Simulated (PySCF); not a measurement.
FH3OSi, SMILES O[SiH2]F. Geometry optimised at B3LYP-D3(BJ)/def2-TZVP. The geometry has at least one imaginary mode, so it is a saddle point at that level. The values are those of a single conformer.

TDA-LC-ωPBE/def2-SVPD (PySCF 2.14.0) puts the lowest singlet excitations at 8.21, 8.34, 9.51, 9.65, 9.80, 10.36 eV.

Q: What are the lowest excitation roots from ADC(2)/aug-cc-pVDZ in PySCF 2.14.0? (The exact figures need the calculation; the answer reports its results.)

A: 7.57, 8.13, 8.78, 8.87, 8.96, 9.26 eV. S1 differs by -0.64 eV (second minus first; roots are paired by order, and the bases may differ).
